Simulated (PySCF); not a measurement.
siletan-1-amine (C3H9NSi), SMILES N[SiH]1CCC1. The structure is a stationary point at PBE0-D3(BJ)/def2-SVP. Other conformers were not sampled.

Calculation: PBE0-D3(BJ)/def2-SVP run with PySCF.

Harmonic wavenumbers (cm⁻¹): 120, 137, 243, 266, 321, 450, 565, 639, 660, 697, 803, 826, 871, 896, 907, 960, 965, 980, 1064, 1155, 1207, 1234, 1283, 1406, 1427, 1468, 1538, 2217, 3059, 3072, 3074, 3114, 3153, 3156, 3631, 3735. Rotational constants (GHz): 7.921, 2.929, 2.478; symmetry number 1.

Q: Work out the zero-point energy and the ideal-gas rigid-rotor harmonic-oscillator thermochemistry at 298.15 K and 1 atm.

A: ZPE = ½ Σ hcν = ½ × 51295 cm⁻¹ = 73.33 kcal/mol. H − E(el) = 78.28 kcal/mol. Entropy in cal/(mol K): translation 39.31, rotation 26.13, vibration 14.45, total 79.89. G − E(el) = 54.46 kcal/mol. Cp = 27.58 cal/(mol K). Modes under 150 cm⁻¹ make the vibrational entropy uncertain.
